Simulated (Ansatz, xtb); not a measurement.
# Relative energy of two structures of Cl5FMo

Structure X is a singlet given by its coordinates and structure Y is a triplet given by its coordinates. Both are isolated molecules in the gas phase, relaxed with PBE0-D4/def2-SVP.

X (Å):

| atom | x (Å) | y (Å) | z (Å) |
| --- | --- | --- | --- |
| Cl | 2.6399 | -1.4238 | 0.6409 |
| Cl | 2.9547 | 1.7855 | 1.1276 |
| Cl | -0.2962 | 2.0434 | 1.1371 |
| Cl | 1.1514 | -0.0308 | 3.1485 |
| Cl | 1.1923 | 0.6504 | -1.3706 |
| F | -0.1988 | -0.8247 | 0.7056 |
| Mo | 1.2134 | 0.3442 | 0.8945 |

Close contacts (Å): Cl1–Mo7 2.29, Cl2–Mo7 2.27, Cl3–Mo7 2.29, Cl4–Mo7 2.29, Cl5–Mo7 2.29, F6–Mo7 1.84.

Y (Å):

```xyz
7

Cl    2.2004   -0.1880    0.6247
Cl    0.0092   -2.4706   -0.4370
Cl    0.6371    0.6957   -2.0884
Cl    0.0819    2.2085    0.0333
Cl   -0.6933   -0.5633    2.2432
F    -1.6758   -0.0028   -0.5224
Mo    0.0070   -0.2852    0.1179
```

Close contacts (Å): Cl1–Mo7 2.25, Cl2–Mo7 2.25, Cl3–Mo7 2.50, Cl4–Mo7 2.50, Cl5–Mo7 2.25, F6–Mo7 1.82.

Task: Estimate E(Y) − E(X) at the level CCSD(T)/def2-SVP + ΔMP2/def2-TZVPP.

Result: Calculated at CCSD(T)/def2-SVP + ΔMP2/def2-TZVPP: E(Y) − E(X) = +0.863 eV, so structure X lies lower.

How the difference moves with the method:

```tsv
level	geometry	E(Y) − E(X) (eV)	departure from the last row (eV)	job, with rough time for the two
PBE0-D4/def2-SVP	PBE0-D4/def2-SVP	+0.730	−0.133	optimisation, 5.4 min
HF/def2-SVP	PBE0-D4/def2-SVP	−1.207	−2.070	part of the CCSD(T) run
MP2/def2-SVP	PBE0-D4/def2-SVP	+1.564	+0.701	part of the CCSD(T) run
CCSD(T)/def2-SVP	PBE0-D4/def2-SVP	+0.676	−0.187	single point
CCSD(T)/def2-SVP + ΔMP2/def2-TZVPP	PBE0-D4/def2-SVP	+0.863		single point, 21 min
```

HF/def2-SVP puts the two in the other order. The largest departure from CCSD(T)/def2-SVP + ΔMP2/def2-TZVPP is that of HF/def2-SVP, 2.070 eV. Levels run at GFN2-xTB geometries aren't shown. The last row adds to CCSD(T) the change of the MP2 difference between the two basis sets, here +0.187 eV, a large step that makes the value less sure.

With thermal terms from frequencies at re-optimised GFN2-xTB minima (ideal gas, soft modes damped towards free rotors, one conformer each, 298.15 K, 1 atm): the zero-point term adds −0.008 eV; ΔH is +0.864 and ΔG +0.790 eV.

The T1 diagnostic of structure X is large, so the coupled-cluster value is less sure. Open shells are spin-unrestricted. The correlated steps freeze 26 core orbitals. Atoms past krypton carry core potentials in the def2 sets and no spin–orbit term is included. ΔG holds the spin degeneracy. Codes used: Ansatz 0.2.0, xtb 6.7.1; the last row on 2 threads of Arm Neoverse N1 on a shared host.
